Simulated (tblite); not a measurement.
Compound: 1-phenyl-4,5-dihydro-1H-pyrazole, C₉H₁₀N₂.
Structure used (GFN2-xTB), in Å, numbered top down from 1:
```xyz
21
C9H10N2 angstrom
C      2.6178    0.8366   -1.1429
N      1.3515    0.8164   -1.2545
N      0.8006    0.1772   -0.2140
C     -0.5571    0.0133   -0.0860
C     -1.1046   -0.6586    1.0088
C     -2.4749   -0.8088    1.1125
C     -3.3184   -0.3009    0.1402
C     -2.7770    0.3663   -0.9484
C     -1.4129    0.5256   -1.0661
C      1.8060   -0.3065    0.7376
C      3.1263    0.1500    0.1024
H      3.2375    1.3049   -1.8817
H     -0.4666   -1.0639    1.7789
H     -2.8855   -1.3303    1.9651
H     -4.3870   -0.4229    0.2297
H     -3.4268    0.7668   -1.7127
H     -0.9819    1.0432   -1.9079
H      1.7391   -1.3945    0.8294
H      1.6360    0.1432    1.7203
H      3.6831    0.8426    0.7356
H      3.7858   -0.6828   -0.1467
```

Method: GFN2-xTB as coded in tblite; computed harmonic values from a numerical Hessian at the method's own geometry, unscaled. The method is semi-empirical: single wavenumbers can be off by several per cent or more. One conformer, not necessarily the lowest.

Harmonic wavenumbers (cm⁻¹): 61.0, 82.1, 160.3, 164.1, 218.5, 349.9, 376.9, 439.2, 469.7, 483.6, 587.1, 647.7, 650.5, 741.2, 751.3, 786.2, 840.1, 856.7, 863.9, 875.1, 919.6, 924.5, 961.0, 977.7, 1020.7, 1037.3, 1069.3, 1084.4, 1115.9, 1117.8, 1143.0, 1180.5, 1197.4, 1198.5, 1205.6, 1257.9, 1287.2, 1301.4, 1333.2, 1386.4, 1443.5, 1460.5, 1487.0, 1501.4, 1578.8, 1604.6, 1655.9, 2923.4, 2951.7, 2964.8, 2989.0, 3073.5, 3078.0, 3091.7, 3097.3, 3113.9, 3167.1.

A = 3365, B = 708.9, C = 589.9 MHz; mass 146.084 u (most abundant isotopes); point group Cs, symmetry number 1.

Task: Zero-point energy?

Result: Half the sum of the wavenumbers: 37153 cm⁻¹ = 106.23 kcal/mol.

Task: Entropy at 500 K, 1 bar (ideal gas, RRHO, classical rotation)?

Result: Translation 43.44, rotation 31.36, vibration 44.96: S = 119.8 cal/(mol K).

Task: And Cp and H(500 K) − H(0)?

Result: Cp = 61.28 cal/(mol K), of which vibrations give 53.33 (their classical limit is 57 R = 113.3); H(500 K) − H(0) = 16.43 kcal/mol without the zero-point energy, 12.46 from vibrations.

Task: What must be added to the electronic energy to get the Gibbs energy at 500 K and 1 bar?

Result: ZPE + [H(500 K) − H(0)] − T·S = 106.23 + 16.43 − 59.88 = 62.78 kcal/mol.

Task: How do the functions run with temperature in this model?

Result: 
```tsv
T (K)	S (cal/(mol K))	Cp (cal/(mol K))	H − H(0) (kcal/mol)	G − H(0) (kcal/mol)	ln q(vib)
150	75.4	20.5	2.08	-9.23	2.14
250	88.3	31.6	4.65	-17.42	4.20
298.15	94.4	37.7	6.32	-21.82	5.25
400	107.3	50.5	10.83	-32.09	7.62
600	131.7	70.0	23.01	-56.02	12.62
900	163.8	87.7	46.91	-100.49	20.20
```

q(vib) and H(0) count from the zero-point level.

Task: Blend soft modes into free rotors: weight 1/[1 + (100 cm⁻¹/ν̃)⁴] for the oscillator and the rest for a rotor with moment μB/(μ + B), μ = h/(8π²ν), B = 10⁻⁴⁴ kg m². What vibrational entropy results?

Result: 42.50 cal/(mol K) in place of 44.96, which changes −T·S at 500 K by +1.23 kcal/mol.

Task: Which modes carry the vibrational entropy at 500 K?

Result: 61.0 cm⁻¹: 5.45; 82.1 cm⁻¹: 4.86; 160.3 cm⁻¹: 3.54; 164.1 cm⁻¹: 3.50; 218.5 cm⁻¹: 2.94; 349.9 cm⁻¹: 2.06 cal/(mol K); the other 51 give 22.61 together.

Hindered rotation and anharmonicity are outside this model. Other conformers, if any are populated, would add a mixing term that is left out.
